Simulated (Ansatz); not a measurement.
`CB(C)[SiH2]N` and `CB(C)C` differ in one atom or group.

Ansatz, PBE0-D4/def2-TZVP geometries, multiplicity 1. Each molecule was computed in one conformer, which needn't be the lowest.

| property | `CB(C)[SiH2]N` |
| --- | --- |
| size of the dipole moment (PBE/def2-TZVPP) / D | 1.80 |
| HOMO energy (PBE0/def2-TZVPP) / eV | -6.52 |
| HOMO energy (ωB97M-V/def2-TZVPP) / eV | -8.73 |
| size of the dipole moment (ωB97M-V/def2-TZVPP) / D | 1.86 |
| LUMO energy (PBE0/def2-TZVPP) / eV | -1.13 |
| HOMO–LUMO gap (ωB97M-V/def2-TZVPP) / eV | 9.56 |

Q: Give the same properties after the change, and the shifts. (Estimate.)

A: Computed: 
```tsv
property	`CB(C)C`	shift
size of the dipole moment (PBE/def2-TZVPP) / D	0.09	-1.71
HOMO energy (PBE0/def2-TZVPP) / eV	-8.49	-1.97
HOMO energy (ωB97M-V/def2-TZVPP) / eV	-10.82	-2.09
size of the dipole moment (ωB97M-V/def2-TZVPP) / D	0.08	-1.78
LUMO energy (PBE0/def2-TZVPP) / eV	-0.10	1.03
HOMO–LUMO gap (ωB97M-V/def2-TZVPP) / eV	12.68	3.12
```

With PBE0 the HOMO falls by 1.97 eV and the LUMO rises by 1.03 eV, so the gap widens by about 3.00 eV. PBE moves the HOMO by -1.86 eV and ωB97M-V by -2.09 eV. Dipoles are sizes alone; their direction can turn.
